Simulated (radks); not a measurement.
All-electron atom: He I in [He]. Calculated with a radial shooting solver on a logarithmic mesh with Libxc functionals: Dirac Kohn-Sham, PBEsol, spin-unpolarised, spherical densities, finite nucleus; Gaussian nuclear charge, rms radius 1.6755 fm.

Radial electron density D(r) = 4 pi r^2 rho(r):

```
   r/bohr * D(r) (the largest magnitude, 1.69, reaches the edge; | marks zero)
  0.03736 | *
  0.04047 | *
  0.04384 | *
   0.0475 |  *
  0.05145 |  *
  0.05574 |   *
  0.06038 |   *
  0.06541 |    *
  0.07085 |     *
  0.07676 |     *
  0.08315 |      *
  0.09007 |       *
  0.09758 |        *
   0.1057 |          *
   0.1145 |           *
    0.124 |             *
   0.1344 |               *
   0.1456 |                *
   0.1577 |                   *
   0.1708 |                     *
   0.1851 |                       *
   0.2005 |                          *
   0.2172 |                            *
   0.2352 |                               *
   0.2548 |                                  *
   0.2761 |                                     *
   0.2991 |                                        *
    0.324 |                                           *
   0.3509 |                                             *
   0.3802 |                                                *
   0.4118 |                                                  *
   0.4461 |                                                    *
   0.4833 |                                                     *
   0.5236 |                                                      *
   0.5672 |                                                      *
   0.6144 |                                                      *
   0.6656 |                                                     *
    0.721 |                                                   *
    0.781 |                                                 *
   0.8461 |                                              *
   0.9166 |                                           *
   0.9929 |                                       *
    1.076 |                                   *
    1.165 |                               *
    1.262 |                           *
    1.367 |                      *
    1.481 |                  *
    1.605 |               *
    1.738 |           *
    1.883 |         *
     2.04 |      *
     2.21 |    *
    2.394 |   *
    2.593 |  *
    2.809 | *
    3.043 |*
    3.297 |*
    3.571 *
    3.869 *
```

D(r) has 1 maximum, at r = 0.567 bohr.
